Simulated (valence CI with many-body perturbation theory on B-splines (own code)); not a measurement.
**Hyperfine factors and g values of Co XXI**

Computed by relativistic CI+MBPT: five valence electrons over a frozen Dirac-Fock core [He], radial functions for each j: 11 s, 11 p, 10 d, 8 f, 5 g, 2 h, with the one-electron correlation potential Σ1, the two-electron term Σ2, the three-electron term Σ3, Breit, model QED; selected CI, second order for the rest, scaled by the run's own slope (own B-spline code, finite nucleus).

No measured levels were compared; by estimate levels of excited configurations hold to 0.05 to 0.15 % of their energy, terms of the ground configuration to about 0.5 %. Among the levels kept, up to 5400 cm⁻¹ of a level comes from second order outside the variational space, and about a tenth of that is noise between levels of different J, which matters for small intervals.

A/g_I is the dipole constant over the nuclear g factor μ/I (μ in nuclear magnetons, uniformly magnetised nucleus), B/Q the quadrupole constant per barn. Both hold the static response of the core; the bare values leave it out. Large factors of s and p1/2 electrons are usually good to 5 to 10 %; those of open d and f shells near neutrality can be off by tens of per cent, and small factors of p3/2, d and f electrons come from cancelling terms and can be off by a factor of two or in sign, in half-filled shells by more. B is blank for J = 1/2, where it vanishes, and for nearly pure S terms. Energies count from the lowest level.

Names give the largest LS component (configuration and term), which can be under half, so a name can repeat, a term be missing and a line seem to break the LS rules; names also repeat where a configuration has a term twice. Letters in brackets count levels of one name in rising energy.

```csv
Level,E (eV),g,A/g_I (MHz),A/g_I bare,B/Q (MHz/b),B/Q bare
2s²2p³ ⁴S°_3/2,0.0,1.877,7760,12000,9040,9080
2s²2p³ ²D°_3/2,18.3,1.016,24900,25200,54700,55000
2s²2p³ ²D°_5/2,23.8,1.196,58100,59000,-444,-446
2s²2p³ ²P°_1/2,34.8,0.660,167000,164000,,
2s²2p³ ²P°_3/2,44.6,1.232,33300,34500,-64400,-64700
2s2p⁴ ⁴P_5/2,99.1,1.583,130000,130000,52200,52400
2s2p⁴ ⁴P_3/2,109.1,1.712,103000,104000,-45400,-45600
2s2p⁴ ⁴P_1/2,112.0,2.622,279000,279000,,
2s2p⁴ ²D_3/2,137.4,0.850,-33900,-31400,-71600,-71900
2s2p⁴ ²D_5/2,140.0,1.211,158000,155000,-109000,-110000
2s2p⁴ ²S_1/2,157.3,1.671,324000,316000,,
2s2p⁴ ²P_3/2,163.5,1.295,3600,7390,48300,48500
2s2p⁴ ²P_1/2,178.0,1.033,279000,269000,,
2p⁵ ²P°_3/2,256.7,1.330,27600,30500,-55400,-55700
2p⁵ ²P°_1/2,272.5,0.660,167000,163000,,
2s²2p²3s ⁴P_1/2,970.3,2.308,126000,125000,,
2s²2p²3s ⁴P_3/2,980.5,1.704,39000,40200,41100,41200
2s²2p²3s ²P_1/2,984.3,1.036,-34100,-31300,,
2s²2p²3s ⁴P_5/2,986.3,1.503,72400,73200,-19000,-19000
2s²2p²3s ²P_3/2,990.1,1.151,49900,51900,-7860,-7890
2s²2p²3p ⁴D°_1/2,996.5,0.729,44800,44500,,
2s²2p²3p ⁴D°_3/2 [a],1003.0,1.330,9070,9870,17100,17200
2s²2p²3s ²D_5/2,1005.0,1.291,63500,63500,76800,77100
2s²2p²3p ²S°_1/2,1006.3,1.439,-16200,-13000,,
2s²2p²3s ²D_3/2,1006.5,1.000,19000,20600,36500,36700
2s²2p²3p ⁴D°_3/2 [b],1010.0,1.247,39800,41000,-13800,-13800
2s²2p²3p ⁴D°_5/2,1011.9,1.376,12500,13900,35600,35800
2s²2p²3p ⁴P°_1/2,1013.6,2.210,-39500,-35300,,
2s²2p²3p ⁴P°_5/2,1014.1,1.346,42400,43700,6800,6850
2s²2p²3p ²D°_3/2 [a],1016.0,1.182,42000,42200,-30400,-30500
2s²2p²3p ⁴D°_7/2,1017.7,1.366,35000,36300,-7490,-7530
2s²2p²3p ⁴S°_3/2,1020.5,1.793,40400,42900,8360,8400
2s²2p²3s ²S_1/2,1022.3,1.986,142000,139000,,
2s²2p²3p ²P°_3/2 [a],1023.5,1.305,22800,24700,19500,19600
2s²2p²3p ²F°_5/2 [a],1024.6,1.226,43600,44500,6020,6050
2s²2p²3p ²P°_1/2 [a],1027.7,0.858,103000,102000,,
2s²2p²3d ⁴F_3/2,1033.5,0.680,8980,8390,-319,-276
2s²2p²3p ²F°_5/2 [b],1035.0,1.192,47300,47600,39300,39400
2s2p³3s ⁶S°_5/2,1036.1,1.877,122000,122000,5880,5900
2s²2p²3d ⁴F_5/2 [a],1036.8,1.169,1560,1690,5090,5180
```

**Question.** Take the isotope of mass number 60, with I = 5, μ = 3.799 μN and Q = 0.46 b. What is the hyperfine structure of 2s²2p³ ²P°_1/2?

**Answer.** From the table A = 127000 MHz. Shifts from the centre of gravity in MHz: F = 9/2: -381000, F = 11/2: 318000.
